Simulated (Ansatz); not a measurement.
**Ligand exchange: BH2Br + SiH2(OH)(SiH3) → BH2(OH) + SiH2(SiH3)Br**

Species: BH2Br `BBr`, singlet; SiH2(OH)(SiH3) (disilanol), singlet; BH2(OH), singlet; SiH2(SiH3)Br, singlet. The partners trade Br for OH: B–Br and Si–OH bonds give way to B–OH and Si–Br.

Shapes, held fixed at every level: PBE0-D4/def2-TZVP. Flexible molecules stand in one conformer, not always the lowest. Programs: Ansatz 0.2.0. The zero-point and thermal change to 298 K, harmonic and unscaled (PBE0-D4/def2-TZVP), is +4.9 kJ/mol.

| level | kind | ΔH(298 K) (kJ/mol) | less CCSD(T)/def2-TZVPP | CPU time (sum over the molecules) |
| --- | --- | --- | --- | --- |
| HF/def2-TZVPP | Hartree–Fock | -64.2 | -1.2 | – |
| SPW92/def2-TZVPP | LDA | -72.7 | -9.7 | 8.5 s |
| PBE-D4/def2-TZVPP | GGA | -70.7 | -7.7 | 14 s |
| B3LYP-D4/def2-TZVPP | global hybrid | -68.4 | -5.4 | 24 s |
| wB97M-V/def2-TZVPP | range-separated hybrid | -69.8 | -6.8 | 57 s |
| B2PLYP/def2-TZVPP | double hybrid | -65.3 | -2.3 | 29 s |
| MP2/def2-TZVPP | perturbation theory | -64.1 | -1.1 | – |
| CCSD(T)/def2-TZVPP | coupled cluster or CI | -63.0 | 0.0 | 4.1 min |

The highest level, CCSD(T)/def2-TZVPP, gives ΔH(298 K) = -63.0 kJ/mol; the levels span -72.7 to -63.0. The column of differences is taken from that level and isn't an error. No measured value is set beside it here. Relativity is left out for Br unless named. Correlated rows may include outer-core shells of Br, which these sets cover unevenly. Times are processor times on shared x86 and Arm servers, and rough.
